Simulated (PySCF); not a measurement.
Computed shifts of a molecule H₁₁NSi₄, PBE/pcSseg-1 (PySCF), GIAO, gas phase, atoms alike by connectivity averaged where their shifts nearly agree, in ppm (number of nuclei): ¹⁵N: 4.9 (1). ²⁹Si: -44.5 (1), -105.8 (2), -110.0 (1). ¹H: 4.03 (6), 3.86 (3), -0.19 (2). References: ¹⁵N against NH3 (σ = 267.0 ppm); ²⁹Si against TMS (σ = 335.4 ppm); ¹H against TMS (σ = 31.49 ppm), references at their B3LYP-D3(BJ)/def2-TZVP geometries, non-relativistic. Coordinates come from a r2SCAN-D4/def2-SVP optimisation. The values are those of a single conformer.

### Question
Identify the compound among the candidates.
A. [SiH3]N[SiH2][SiH2][SiH3]
B. [SiH3][SiH2]N[SiH2][SiH3]
C. N[Si]([SiH3])([SiH3])[SiH3]
D. N[Si@@H]([SiH3])[SiH2][SiH3]

### Answer
C, N[Si]([SiH3])([SiH3])[SiH3]
